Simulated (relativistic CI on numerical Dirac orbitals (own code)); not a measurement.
**Electric-dipole lines of Pb5+**

Method of calculation: Dirac-Coulomb-Breit CI, KLI orbitals optimised for each configuration, model QED (radiative potential, 1s self-energy scaled to tabulated hydrogen-like ionisation energies), valence Slater integrals scaled by 0.85, P86 correlation energy added to each configuration (own radial code, finite nucleus).

Configuration list (outside the closed core [Kr] 4d10 4f14): 5s2 5p6 5d9, 5s2 5p6 5d8 6s, 5s2 5p6 5d8 5f, 5s2 5p6 5d8 6p, 5s2 5p6 5d8 5g, 5s2 5p5 5d10, 5s2 5p6 5d8 6d, 5s2 5p6 5d8 7s, 5s2 5p6 5d7 6s 6p, 5s2 5p6 5d8 7p, 5s2 5p6 5d8 7d, 5s2 5p6 5d8 6f, 5s2 5p6 5d8 8s, 5s2 5p6 5d8 8p, 5s2 5p6 5d8 7f, 5s2 5p6 5d7 5f 6s, 5s2 5p5 5d9 5f, 5s 5p6 5d10, 5s2 5p5 5d9 5g, 5s2 5p6 5d7 6p 6d, 5s2 5p6 5d7 5f 5g, 5s2 5p5 5d9 6s, 5s2 5p6 5d7 6s2, 5s2 5p6 5d6 5f 6s2, 5s2 5p6 5d6 6s2 6p, 5s2 5p6 5d6 5g 6s2, 5s2 5p6 5d6 6s2 6d. Double excitations out of closed p, d and f shells are left out; levels of such configurations are missing from the list, as are those of other unlisted configurations, and high levels can miss mixing partners.

```
λ vac (Å)                         Lower                             Upper   A (s⁻¹)        gf  Branching (%)
   216.23        5s2 5p6 5d9 2D_5/2 [1]      5s2 5p6 5d8 7p 2D°_5/2 [377]  4.32e+10  1.82e+00           92.0
   220.06        5s2 5p6 5d9 2D_5/2 [1]      5s2 5p6 5d8 5f 2F°_7/2 [348]  7.36e+10  4.28e+00           95.7
   222.23        5s2 5p6 5d9 2D_5/2 [1]      5s2 5p6 5d8 5f 2F°_7/2 [333]  8.22e+10  4.87e+00           98.2
   222.51        5s2 5p6 5d9 2D_5/2 [1]      5s2 5p6 5d8 7p 2F°_5/2 [331]  3.08e+10  1.37e+00           83.7
   223.31        5s2 5p6 5d9 2D_5/2 [1]      5s2 5p6 5d8 5f 2D°_5/2 [323]  4.63e+10  2.08e+00           94.5
   224.93        5s2 5p6 5d9 2D_3/2 [2]      5s2 5p6 5d8 5f 2D°_3/2 [388]  8.31e+10  2.52e+00           94.2
   224.99        5s2 5p6 5d9 2D_3/2 [2]      5s2 5p6 5d8 5f 2F°_5/2 [387]  3.16e+10  1.44e+00           88.1
   225.28        5s2 5p6 5d9 2D_3/2 [2]      5s2 5p6 5d8 5f 2F°_5/2 [386]  3.34e+10  1.52e+00           80.8
   350.70     5s2 5p6 5d8 6s 4F_9/2 [3]   5s2 5p6 5d7 6s 6p 4D°_7/2 [228]  1.36e+10  2.00e+00           89.7
   359.61     5s2 5p6 5d8 6s 4F_9/2 [3]  5s2 5p6 5d7 6s 6p 4G°_11/2 [194]  9.96e+09  2.32e+00           99.2
   360.11        5s2 5p6 5d9 2D_5/2 [1]       5s2 5p6 5d8 6p 2P°_3/2 [39]  1.55e+10  1.20e+00           83.3
   366.35        5s2 5p6 5d9 2D_5/2 [1]       5s2 5p6 5d8 6p 2D°_5/2 [36]  1.04e+10  1.25e+00           75.9
   368.04        5s2 5p6 5d9 2D_5/2 [1]       5s2 5p6 5d8 6p 2F°_7/2 [35]  9.53e+09  1.55e+00           81.2
   373.01        5s2 5p6 5d9 2D_5/2 [1]       5s2 5p6 5d8 6p 2D°_5/2 [33]  8.73e+09  1.09e+00           72.2
   652.44   5s2 5p6 5d8 6p 2F°_5/2 [22]       5s2 5p6 5d8 6d 2G_7/2 [108]  8.19e+09  4.18e+00           74.6
   658.86   5s2 5p6 5d8 6p 4D°_7/2 [19]        5s2 5p6 5d8 6d 4P_5/2 [83]  1.04e+10  4.07e+00           90.1
   659.34   5s2 5p6 5d8 6p 4G°_7/2 [24]       5s2 5p6 5d8 6d 4H_9/2 [135]  8.93e+09  5.82e+00           80.6
   665.67   5s2 5p6 5d8 6p 2G°_9/2 [20]       5s2 5p6 5d8 6d 2H_11/2 [85]  9.82e+09  7.83e+00           88.7
   667.05   5s2 5p6 5d8 6p 2H°_9/2 [34]      5s2 5p6 5d8 6d 2I_11/2 [196]  1.01e+10  8.11e+00           90.2
   793.94  5s2 5p6 5d8 6p 4G°_11/2 [27]       5s2 5p6 5d8 6d 4H_13/2 [88]  8.44e+09  1.12e+01          100.0
   794.10  5s2 5p6 5d8 6p 2H°_11/2 [51]      5s2 5p6 5d8 6d 2I_13/2 [210]  8.46e+09  1.12e+01          100.0
   795.69   5s2 5p6 5d8 6p 4G°_9/2 [41]      5s2 5p6 5d8 6d 4H_11/2 [149]  8.38e+09  9.54e+00           99.9
   796.05   5s2 5p6 5d8 6p 4D°_7/2 [49]       5s2 5p6 5d8 6d 4F_9/2 [191]  8.10e+09  7.70e+00           96.4
   803.58   5s2 5p6 5d8 6p 4F°_9/2 [30]       5s2 5p6 5d8 6d 4G_11/2 [94]  5.70e+09  6.63e+00           68.3
   811.58     5s2 5p6 5d8 6s 4F_9/2 [3]       5s2 5p6 5d8 6p 4F°_9/2 [30]  2.28e+09  2.25e+00           64.3
   819.17     5s2 5p6 5d8 6s 2D_5/2 [5]       5s2 5p6 5d8 6p 2F°_7/2 [37]  2.26e+09  1.82e+00           37.8
   832.91     5s2 5p6 5d8 6s 4F_9/2 [3]      5s2 5p6 5d8 6p 4G°_11/2 [27]  3.68e+09  4.60e+00          100.0
   854.95     5s2 5p6 5d8 6s 2F_7/2 [8]       5s2 5p6 5d8 6p 4G°_9/2 [41]  3.10e+09  3.40e+00           88.1
   859.55     5s2 5p6 5d8 6s 4F_7/2 [4]       5s2 5p6 5d8 6p 2F°_7/2 [31]  1.93e+09  1.71e+00           41.7
   864.73    5s2 5p6 5d8 6s 2G_9/2 [13]      5s2 5p6 5d8 6p 2H°_11/2 [51]  3.31e+09  4.46e+00           99.7
```

Terms are leading LS components. Brackets give the number of a level in order of energy, since labels repeat. The list gives strong lines, with weight on those to low levels, without lines whose two gauges differ by over a factor of 2.5, among the lowest 400 of 6502 levels, so that lines to higher ones, which can be the strongest, are missing. Levels whose partners in the same complex of configurations lie outside the list can be far off, and so can their lines. Rates are taken at the computed energies, electric ones in the length gauge.

At this charge configurations can still be misplaced by up to about 7 % of their energy. Levels and lines within the n = 5 or 6 shells can be off by up to 10 % or somewhat more, and those that change n by about 2 %, since core polarisation is missing.

LS names give the leading component of a level, which can be under half, so a name can repeat, a term be missing and a line seem to break the LS rules.
